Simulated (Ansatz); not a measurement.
C$_{6}$H$_{6}$N (SMILES Nc1[c]cccc1), doublet, at a GFN2-xTB geometry; PBE0/pcseg-1 run with Ansatz (a first-principles code).

Input for Ansatz:
Ansatz 0.2 input:
```yaml
crystal:
  periodic: [false, false, false]
  atoms:
    - {symbol: N, position_ang: [2.29860263, -0.10269741, -0.43202811]}
    - {symbol: C, position_ang: [0.94730490, -0.07104129, -0.15047653]}
    - {symbol: C, position_ang: [0.15454108, -1.19702592, -0.15877412]}
    - {symbol: C, position_ang: [-1.18662254, -1.21384003, 0.04392116]}
    - {symbol: C, position_ang: [-1.83247905, 0.00333077, 0.27756657]}
    - {symbol: C, position_ang: [-1.08410192, 1.16547363, 0.29608986]}
    - {symbol: C, position_ang: [0.28195560, 1.14034632, 0.08972417]}
    - {symbol: H, position_ang: [2.75252956, -0.99209279, -0.30019751]}
    - {symbol: H, position_ang: [2.83504755, 0.69160033, -0.12177972]}
    - {symbol: H, position_ang: [-1.75091955, -2.13455025, 0.02770138]}
    - {symbol: H, position_ang: [-2.89960850, 0.02395912, 0.44019263]}
    - {symbol: H, position_ang: [-1.57189258, 2.11263484, 0.47896231]}
    - {symbol: H, position_ang: [0.86103691, 2.05386958, 0.11101112]}
basis:
  gaussian:
    orbitals: pcseg-1.json
    final_grid: {core_spheres: 4, valence_spheres: 8, degree: 17}
hamiltonian:
  xc: pbe0
magnetization: {spin_polarized: true, initial_magnetization: 1}
```
The basis file holds pcseg-1 in the JSON format of the Basis Set Exchange.

What the program printed (banner, timings and long lists left out):

```
Functional definition: PBE0
1485 factors; their error is unknown
mean field evaluation 1: about -7787.7140 eV, gradient 4.2e1 eV
mean field evaluation 2: about -7786.8017 eV, gradient 4.6e1 eV
mean field evaluation 4: about -7796.5935 eV, gradient 2.9e0 eV
mean field evaluation 8: about -7796.6294 eV, gradient 1.3e-1 eV
mean field evaluation 16: about -7796.5679 eV, gradient 3.9e-3 eV
mean field -7796.56787760 eV, -286.5185847982 hartree, gradient 7.6e-5 eV, S^2 0.759961; 0 other end points of the search recorded, 0 dependent functions left out
reference -7796.56790615 eV, -286.5185858474 hartree; 25, 24 occupied and 103, 104 virtual orbitals, 1485 factors
Total energy: -7796.56790615 eV, -286.5185858474 hartree
```
